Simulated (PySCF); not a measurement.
Nonlinear optical response: 2-acetylpyridine (CC(=O)c1ccccn1, C₇H₇NO)

Geometry (Å), atoms numbered from 1 in this order:
```xyz
16

C    -2.554    0.866    0.347
C    -1.741   -0.335   -0.040
O    -2.233   -1.408   -0.305
C    -0.246   -0.159   -0.089
C     0.553   -1.249   -0.447
C     1.931   -1.072   -0.488
C     2.452    0.181   -0.171
C     1.567    1.204    0.173
N     0.249    1.042    0.215
H    -3.618    0.601    0.341
H    -2.248    1.227    1.340
H    -2.356    1.697   -0.347
H     0.069   -2.199   -0.680
H     2.592   -1.898   -0.762
H     3.528    0.368   -0.189
H     1.946    2.201    0.427
```

Theory: PySCF, quadratic response CAM-B3LYP/aug-cc-pVDZ first hyperpolarisability, Taylor convention, gas phase. Geometry: PBE0-D3(BJ)/def2-SVP.

Question: What is the first hyperpolarisability, and how does it disperse?

Answer: In 10⁻³⁰ esu, Taylor convention; the vector part is βᵢ = ⅓ Σⱼ (βᵢⱼⱼ + βⱼᵢⱼ + βⱼⱼᵢ); β∥ is 3/5 of the vector part along the dipole, the dipole points from − to +:
```csv
process,λ (nm),β vector norm,β∥,β HRS,depolarisation ratio
"static β(0;0,0)",∞,1.19,0.54,0.68,2.61
"second harmonic β(−2ω;ω,ω)",1907,1.32,0.61,0.74,2.68
"Pockels β(−ω;ω,0)",1907,1.23,0.56,–,–
"second harmonic β(−2ω;ω,ω)",1064,1.70,0.83,0.91,2.85
"Pockels β(−ω;ω,0)",1064,1.33,0.62,–,–
```

Question: Which lowest excitations, dipole and polarisabilities go with it?

Answer: S1 3.77 eV (f = 0.000); S2 4.81 eV (f = 0.002); S3 5.23 eV (f = 0.130); dipole 3.20 D; isotropic α 91.5 au static, 91.8 au at 1907 nm, 92.6 au at 1064 nm, 92.9 au at 953.5 nm, 96.4 au at 532 nm.
